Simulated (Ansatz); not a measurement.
cyclo-(Me2GeNH)3 (C₆H₂₁Ge₃N₃), 33 atoms. Hardware: 4 threads of Intel Xeon 6975P-C on a shared host.

The 6-31G sets use Cartesian d functions.

Task: How many basis functions does each of these Ansatz runs have, and roughly what does it cost? HF/6-31G, charge 0 singlet, energy; r2SCAN-D4/def2-SVP, charge 0 triplet at the geometry of the charge 0 singlet, energy, from earlier orbitals; PBE0-D4/def2-SVP, charge 1 doublet, energy, from earlier orbitals; PBE-D4/def2-SVP, charge 0 singlet, relaxation, 8 steps; PBE0-D4/def2-SVP, charge 0 singlet, energy, from earlier orbitals; PBE-D4/def2-SVP, charge 0 triplet at the geometry of the charge 0 singlet, energy, from earlier orbitals; PBE-D4/def2-SVP, charge 1 doublet, relaxation, 9 steps; PBE-D4/def2-SVP, charge 1 doublet, energy, from earlier orbitals; PBE-D4/def2-SVP, charge 0 singlet, energy and forces, from earlier orbitals; PBE-D4/def2-SVP, charge 1 doublet at the geometry of the charge 0 singlet, energy, from earlier orbitals; PBE0-D4/def2-SVP, charge 1 doublet at the geometry of the charge 0 singlet, energy; B3LYP-D4/6-31G, charge 0 singlet, energy.

Result: Other jobs shared the machine, so times can vary by a factor of up to 3.

```csv
run,functions,fitting or Cholesky vectors,wall time,peak host memory (GiB)
"HF/6-31G, charge 0 singlet, energy",210,2583,4 s,1
"PBE-D4/def2-SVP, charge 0 singlet, energy and forces, from earlier orbitals",327,3735,5.5 s,0.91
"B3LYP-D4/6-31G, charge 0 singlet, energy",210,2583,6 s,1.1
"PBE-D4/def2-SVP, charge 1 doublet, energy, from earlier orbitals",327,3735,9.5 s,1.1
"PBE0-D4/def2-SVP, charge 0 singlet, energy, from earlier orbitals",327,3358,9.5 s,1.8
"PBE-D4/def2-SVP, charge 1 doublet at the geometry of the charge 0 singlet, energy, from earlier orbitals",327,3735,13 s,1.1
"PBE-D4/def2-SVP, charge 0 triplet at the geometry of the charge 0 singlet, energy, from earlier orbitals",327,3735,14 s,1.1
"PBE0-D4/def2-SVP, charge 1 doublet, energy, from earlier orbitals",327,3357,19 s,2.5
"r2SCAN-D4/def2-SVP, charge 0 triplet at the geometry of the charge 0 singlet, energy, from earlier orbitals",327,3735,27 s,1.2
"PBE-D4/def2-SVP, charge 0 singlet, relaxation, 8 steps",327,3735,31 s,0.91
"PBE0-D4/def2-SVP, charge 1 doublet at the geometry of the charge 0 singlet, energy",327,3358,33 s,2.8
"PBE-D4/def2-SVP, charge 1 doublet, relaxation, 9 steps",327,3735,63 s,0.98
```
